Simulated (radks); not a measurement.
Numerical settings for neutral osmium, [Xe] 4f14 5d6 6s2. Method: Dirac Kohn-Sham, PBE, spin-unpolarised, spherical densities, point nucleus; open shells are shared between the two j in proportion to 2j + 1; computed with a radial shooting solver on a logarithmic mesh with Libxc functionals. The defaults (mesh step 0.008 in ln r, mesh end at 40 bohr or more with all orbitals vanishing there, Anderson mixing 0.5 over 9 steps, residual threshold near 1e-9 with the energy settled to 1e-9 hartree or 1e-11 of itself, here a cap of 91 iterations) give E = -17281.772 hartree and 5d5/2 at -5.854 eV in 15 iterations. Run on one thread of a shared host, so times are rough (Arm Neoverse N1): 0.25 s of CPU time, 0.25 s wall, 15 iterations on 2728 mesh points. Changes against that run (0 stands for a change within the tolerance of the run):

| setting | iterations | converged | E (mhartree) | e(5d5/2) (meV) | CPU (s) |
|---|---|---|---|---|---|
| mesh step in ln r 0.05 | 15 | yes | +0.207 | -0.0171 | 0.06 |
| mesh step in ln r 0.03 | 15 | yes | +0.00435 | 0 | 0.09 |
| mesh step in ln r 0.2 | 4 | no | diverged | - | 0.01 |
| mesh end (bohr) 12 | 15 | yes | +0.0134 | +1.46 | 0.24 |
| mesh end (bohr) 3 | 14 | level above zero | +2.43e+03 | +1.78e+04 | 0.18 |
| residual threshold 1e-16 | 91 | no | 0 | 0 | 0.72 |
| residual threshold 0.01 | 10 | yes | 0 | +0.426 | 0.2 |
| mixing 0.2 | 18 | yes | 0 | 0 | 0.3 |
| linear mixing, mixing 0.8 | 91 | no | +1.2e+05 | -3.55e+05 | 3.5 |
| linear mixing, mixing 1 | 91 | no | +3.79e+05 | -1.15e+06 | 5.8 |
| mixing history 2 | 24 | yes | 0 | 0 | 0.34 |
| iteration cap 3 | 3 | no | +32.4 | +495 | 0.07 |

Settled on a wrong energy, with an occupied level pushed above zero by the early mesh end: mesh end (bohr) 3 (+2.43 hartree). Apart from these: no run marked as converged misses the energy by more than 1 mhartree. A mesh that ends early acts as a hard wall.
